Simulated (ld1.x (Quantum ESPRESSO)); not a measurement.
Transferability test, RRKJ potential for Be (Z = 4)

ld1.x (Quantum ESPRESSO) 7.5 input, shortened:

```
&input
   title='Be', zed=4., rel=1, dft='BP', iswitch=3,
   config='[He] 2s1.75 2p0 3d-2'
 /
 &inputp
   pseudotype=2, tm=.false., lloc=1,
   nlcc=.false.
 /
3
1S  1  0   2.00   0.00  0.30  0.30  0.0
3D  3  2  -2.00   0.10  3.20  3.20  0.0
2P  2  1   0.00   0.00  3.70  3.70  0.0
 &test
   configts(1)='1s2 2s1.75 2p0'
 /
```

Occupied shells without a wave of their own: 2s. They enter only through the test configuration that unscreens the potential.

Energies are relative to the spin-unpolarised reference configuration 1s2 2s1.75 2p0; without spin polarisation the order of configurations can differ from experiment.

```tsv
valence configuration	charge	ΔE all-electron (eV)	error AE − PS (meV)
1s2 2s2 2p0	0	-1.661	+184
1s2 2s1 2p0	+1	7.979	-723
1s2 2s0 2p0	+2	25.843	-1921
1s2 2s0 2p2	0	5.619	-1400
1s2 2s1 2p1	0	1.968	-577
1s2 2s1.5 2p0	+0.5	2.146	-215
```

What are ΔE and the potential's error for 1s2 2s0 2p1?

ΔE = 11.931 eV all-electron; the error (AE − PS) is -1744 meV.

The 2s level has no wave, so the channel is fitted at the deeper level alone: the likely source of the large errors.

A Bessel basis up to 400 Ry misses an occupied level by 0.08 Ry, so cutoffs and ghosts were not judged. The potential misses its own reference levels by up to 0.8 eV.
